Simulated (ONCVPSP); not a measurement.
Which change was made? (Pb, ONCV)

```
Element                 : lead
Generator               : ONCVPSP 4.0.1
Type                    : optimised norm-conserving Vanderbilt (ONCV)
Functional              : PBE
Relativity              : scalar-relativistic
Frozen core             : [Kr] 4d10 4f14
Valence charge          : 22
Reference configuration : 5s2 5p6 5d10 6s1.5 6p2.5
Partial waves           : 5s+6s: rc 1.55 bohr, ncon 4, nbas 8, qcut 7.2 1/bohr, 2 projectors; 5p+6p: rc 1.85 bohr, ncon 4, nbas 7, qcut 8.4 1/bohr, 3 projectors, debl 2.9 Ha; 5d: rc 1.15 bohr, ncon 3, nbas 7, qcut 8.8 1/bohr, local
Local potential         : the d channel
Core correction         : none
```

Cutoffs, loose and tight: the cutoffs (Ha) at which the residual kinetic energy of the hardest occupied pseudo-wave falls to 1 and 0.1 mHa per electron. They do not see the model core or the augmentation charge, which bear on the density cutoff. Test errors are all-electron minus pseudo excitation energies from the reference, over the configurations 5s2 5p6 5d10 6s2 6p2; 5s2 5p6 5d10 6s2 6p1; 5s2 5p6 5d10 6s2 6p0; 5s1 5p6 5d10 6s2 6p2; variants that change the core or the reference have their own tests.

The base gives: outcome: generated; cutoff, loose: 24 Ha; cutoff, tight: 38 Ha; bound ghosts: none; GHOST(+) flags above zero: none; largest test error (meV): -615.

After one change the result is: outcome: generated; cutoff, loose: 24 Ha; cutoff, tight: 79 Ha; bound ghosts: none; GHOST(+) flags above zero: none; largest test error (meV): -424. Which change was it?
A. all radii scaled by about 0.89 (s 1.38, p 1.64, d 1.02 bohr)
B. all radii scaled by about 1.29 (s 2.00, p 2.38, d 1.48 bohr)
C. all radii scaled by about 0.77 (s 1.20, p 1.44, d 0.88 bohr)

A. The others give: all radii scaled by about 1.29 (s 2.00, p 2.38, d 1.48 bohr) → outcome: generated; cutoff, loose: 26 Ha; cutoff, tight: 30 Ha; bound ghosts: none; GHOST(+) flags above zero: none; largest test error (meV): -955 | all radii scaled by about 0.77 (s 1.20, p 1.44, d 0.88 bohr) → outcome: generated; cutoff, loose: 210 Ha; cutoff, tight: 360 Ha; bound ghosts: none; GHOST(+) flags above zero: none; largest test error (meV): -255.
